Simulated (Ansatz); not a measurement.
Geometry optimisation, RKS PBE/def2-SVP (Ansatz 0.2.0).

The input (input.yaml):

```yaml
crystal:
  periodic: [false, false, false]
  atoms:
    - { symbol: Zr, position_ang: [-0.161907, -0.138862, -0.66774] }
    - { symbol: "N", position_ang: [-0.364334, 0.323843, 2.68566] }
    - { symbol: H, position_ang: [0.037466, -0.261265, 3.432442] }
    - { symbol: H, position_ang: [-0.663442, 1.204541, 3.125224] }
    - { symbol: F, position_ang: [1.381277, -1.148607, -0.149694] }
    - { symbol: F, position_ang: [0.111203, 1.757555, -0.696014] }
    - { symbol: F, position_ang: [-0.462682, -0.607011, -2.496251] }
    - { symbol: O, position_ang: [-1.863421, -0.69387, 0.292986] }
    - { symbol: Si, position_ang: [-3.498309, -1.079227, 0.31861] }
    - { symbol: H, position_ang: [-3.692999, -2.556124, 0.109399] }
    - { symbol: H, position_ang: [-4.062966, -0.69713, 1.661804] }
    - { symbol: H, position_ang: [-4.237725, -0.32513, -0.754354] }
    - { symbol: H, position_ang: [-1.22846, -0.156514, 2.348927] }
basis:
  gaussian: { orbitals: def2-SVP }
hamiltonian:
  xc: pbe
relax:
  f_tol: 0.03
  max_steps: 50
output:
  orbitals: {}
```

Command:

```bash
$ ansatz run input.yaml --threads 4 --pin off --max-ram 5120MiB --backend cpu --events-out ev --progress --plain --runs-dir out
```

Question: Where does it end, and by what steps?

Answer: The forces met the threshold. The force dipped under the threshold on the way, but the program's further checks kept it going. After 32 steps the energy has fallen by 0.734 eV; H3 moved furthest, 1.31 Å. Joined: Zr1–N2 (3.39 → 2.47 Å).

```tsv
step	energy less start (eV)	largest force component (eV/Å)	accepted
0	0.0000	1.084	yes
2	-0.4409	0.931	yes
4	-0.6752	0.589	yes
6	-0.7147	0.306	yes
8	-0.7244	0.045	yes
10	-0.7186	0.317	no
12	-0.7260	0.073	no
14	-0.7266	0.053	yes
16	-0.7271	0.115	yes
18	-0.7282	0.106	yes
20	-0.7292	0.168	yes
22	-0.7313	0.039	yes
24	-0.7302	0.313	no
26	-0.7324	0.055	yes
28	-0.7317	0.105	no
30	-0.7333	0.033	yes
32	-0.7337	0.027	yes
```

```xyz
13
Properties=species:S:1:pos:R:3
Zr -0.274 -0.160 -0.156
N -0.222 0.318 2.270
H 0.739 0.477 2.606
H -0.760 1.160 2.520
F 1.053 -1.432 0.451
F 0.151 1.729 -0.149
F -0.165 -0.489 -2.053
O -2.147 -0.627 0.208
Si -3.749 -1.114 0.168
H -3.844 -2.577 -0.169
H -4.369 -0.893 1.525
H -4.518 -0.317 -0.850
H -0.601 -0.453 2.839
```

Whether the end is a true minimum wasn't checked by a vibrational analysis.

Time of the run: 85 s on 4 threads of Arm Neoverse V1, on a shared host, peak memory 0.23 GiB.
